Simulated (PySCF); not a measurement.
Geometry (Å), atoms numbered from 1 in this order:
```xyz
15

F    -1.790    2.303   -0.518
Si   -1.039    1.259    0.475
C    -1.313   -0.508   -0.202
C    -0.043   -1.329    0.040
C     1.208   -0.606   -0.471
Si    1.253    1.172    0.244
H    -1.746    1.499    1.729
H    -2.167   -1.017    0.245
H    -1.508   -0.459   -1.276
H     0.064   -1.512    1.113
H    -0.132   -2.305   -0.447
H     1.169   -0.564   -1.562
H     2.095   -1.185   -0.216
H     1.941    2.076   -0.684
H     2.003    1.185    1.507
```

Geometry: GFN2-xTB; GIAO absolute shieldings from PySCF 2.14.0 with density-fitted response routines, gas phase, non-relativistic, averaged over equivalent atoms.

At PW91/cc-pVDZ (137 basis functions, 15 s wall time on 1 thread of an Arm Neoverse V2, shared host):
```json
{"atoms": "F1", "σ (ppm)": "399.3"}
{"atoms": "Si2", "σ (ppm)": "360.9"}
{"atoms": "Si6", "σ (ppm)": "477.0"}
{"atoms": "C4", "σ (ppm)": "167.5"}
{"atoms": "C3", "σ (ppm)": "169.3"}
{"atoms": "C5", "σ (ppm)": "177.8"}
{"atoms": "H7", "σ (ppm)": "25.55"}
{"atoms": "H14", "σ (ppm)": "27.76"}
{"atoms": "H15", "σ (ppm)": "28.25"}
{"atoms": "H11", "σ (ppm)": "29.20"}
{"atoms": "H8", "σ (ppm)": "29.73"}
{"atoms": "H13", "σ (ppm)": "30.05"}
{"atoms": "H10", "σ (ppm)": "30.62"}
{"atoms": "H12", "σ (ppm)": "30.64"}
{"atoms": "H9", "σ (ppm)": "30.71"}
```

What do these become at B97-D/pcSseg-1?

Results:


```json
{"atoms": "F1", "σ at B97-D/pcSseg-1": "393.6", "change": "-5.7"}
{"atoms": "Si2", "σ at B97-D/pcSseg-1": "306.1", "change": "-54.8"}
{"atoms": "Si6", "σ at B97-D/pcSseg-1": "427.3", "change": "-49.7"}
{"atoms": "C4", "σ at B97-D/pcSseg-1": "154.9", "change": "-12.6"}
{"atoms": "C3", "σ at B97-D/pcSseg-1": "157.7", "change": "-11.6"}
{"atoms": "C5", "σ at B97-D/pcSseg-1": "166.4", "change": "-11.4"}
{"atoms": "H7", "σ at B97-D/pcSseg-1": "26.02", "change": "+0.47"}
{"atoms": "H14", "σ at B97-D/pcSseg-1": "28.07", "change": "+0.31"}
{"atoms": "H15", "σ at B97-D/pcSseg-1": "28.49", "change": "+0.24"}
{"atoms": "H11", "σ at B97-D/pcSseg-1": "29.37", "change": "+0.17"}
{"atoms": "H8", "σ at B97-D/pcSseg-1": "30.04", "change": "+0.31"}
{"atoms": "H13", "σ at B97-D/pcSseg-1": "30.30", "change": "+0.25"}
{"atoms": "H10", "σ at B97-D/pcSseg-1": "30.86", "change": "+0.24"}
{"atoms": "H12", "σ at B97-D/pcSseg-1": "30.91", "change": "+0.27"}
{"atoms": "H9", "σ at B97-D/pcSseg-1": "30.95", "change": "+0.24"}
```

The largest change is at Si2 (silicon bonded to C, F, Si, H, in a 5-membered ring). Cost: 161 basis functions, 46 s wall time on 1 thread of an Intel Xeon Platinum 8375C, shared host. The order of the carbon signals is the same at both levels.
